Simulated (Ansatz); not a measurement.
An input meant for the cluster Al₄P₃ (charge 0, doublet; atoms displaced at random, 0.08 Å in each coordinate).

```yaml
crystal:
  periodic: [false, false, false]
  atoms:
    - {symbol: Al, position_ang: [2.135102, 0.102560, 0.297233]}
    - {symbol: Al, position_ang: [-3.040364, -1.375620, 0.481382]}
    - {symbol: Al, position_ang: [-0.367614, 1.814819, -0.108372]}
    - {symbol: Al, position_ang: [-0.330093, -1.457035, -0.236327]}
    - {symbol: P, position_ang: [1.928353, 2.268491, 0.184855]}
    - {symbol: P, position_ang: [-1.801075, 0.463112, -0.854016]}
    - {symbol: P, position_ang: [1.617103, -1.905040, 0.376057]}
basis:
  gaussian: {orbitals: 6-31G, final_grid: {core_spheres: 8, valence_spheres: 7, degree: 23}}
total_charge: 3
magnetization: {spin_polarized: true, initial_magnetization: 0}
hamiltonian: {xc: {name: B97}}
scf: {omitted_lower_state_checks: [starts]}
output: {forces: true}
```

```sh
$ ansatz run in.yaml --threads 4 --pin off --events-out ev --progress --plain --max-ram 4787MiB
```

It prints (some lines left out):

```
Functional definition: B97
972 factors; integrals over basis functions are off by at most 8.0e-5 eV
mean field evaluation 1: about -54181.1838 eV, gradient 4.3e1 eV
mean field evaluation 2: about -53887.2593 eV, gradient 1.4e2 eV
mean field evaluation 4: about -54199.0525 eV, gradient 2.5e1 eV
mean field evaluation 8: about -54206.0316 eV, gradient 1.3e0 eV
mean field evaluation 16: about -54206.0440 eV, gradient 2.4e-3 eV
mean field evaluation 32: about -54206.0426 eV, gradient 3.0e-1 eV
mean field evaluation 64: about -54206.1763 eV, gradient 7.4e-5 eV
mean field evaluation 96: about -54206.1981 eV, gradient 9.3e-5 eV
mean field -54206.19812090 eV, -1992.0410386624 hartree, gradient 2.9e-6 eV, S^2 1.021104; 3 other end points of the search recorded, 0 dependent functions left out
reference -54206.19815721 eV, -1992.0410399967 hartree; 47, 47 occupied and 44, 44 virtual orbitals, 972 factors
Total energy: -54206.19815721 eV, -1992.0410399967 hartree
Atom 0 at     2.135102     0.102560     0.297233 Å, force     1.490363     1.282583    -0.091842 eV/Å
Atom 1 at    -3.040364    -1.375620     0.481382 Å, force    -1.048963    -0.291102     0.125756 eV/Å
Atom 2 at    -0.367614     1.814819    -0.108372 Å, force     2.255837     2.630774     1.035804 eV/Å
Atom 3 at    -0.330093    -1.457035    -0.236327 Å, force    -2.843070     1.008017    -1.496582 eV/Å
Atom 4 at     1.928353     2.268491     0.184855 Å, force     0.439952     3.102053     0.001255 eV/Å
Atom 5 at    -1.801075     0.463112    -0.854016 Å, force    -2.704412    -2.686972    -1.005603 eV/Å
Atom 6 at     1.617103    -1.905040     0.376057 Å, force     2.410293    -5.045352     1.431213 eV/Å
Dipole moment:    -1.429142    -0.255340     0.430326 e Å
Checks for a lower state left out: starts
```

(1) What is wrong with this run?

## Answers

(1) The charge is far from what the species holds (3 typed, 0 meant). The calculation finished and met its thresholds. The result belongs to that input, not to the species as meant. The unrestricted singlet has broken spin symmetry (⟨S²⟩ up to 1.02).
